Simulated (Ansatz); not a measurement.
The cluster TaO₂, relaxed as a doublet with UKS PBE0-D4/def2-TZVP in Ansatz, starting from the GFN1-xTB geometry. Force threshold 0.02 eV/Å.

In the def2 sets Ta takes a core potential; there is no spin–orbit coupling. The structure comes from a short search, and lower isomers may exist.

Start:

Cartesian coordinates in Å:
```
Ta -0.021 0.316 -0.441
O -0.408 1.012 1.080
O 0.429 -1.329 -0.639
```

**Question.** Estimate the energy that the relaxation releases and the steps that it takes.

**Answer.** 9.7 kcal/mol, in 5 steps; 7 s on 4 threads of Arm Neoverse V1 on a shared host. No frequencies were taken in this run, so the end may be a saddle point.

**Question.** Does the start keep its bonding and symmetry?

**Answer.** By distances, no bond broke or formed. The bond that changes most is Ta1–O2, from 1.72 to 1.72 Å (atoms count from 1). Point group C2v at the start, C2v at the end, both within 0.05 Å.

**Question.** Predict the relaxed structure.

**Answer.** 
```xyz
3

Ta   -0.0270    0.4044   -0.5637
O    -0.3650    0.8573    1.0599
O     0.3920   -1.2616   -0.4962
```
Bond lengths: 2 × O–Ta 1.72 Å.
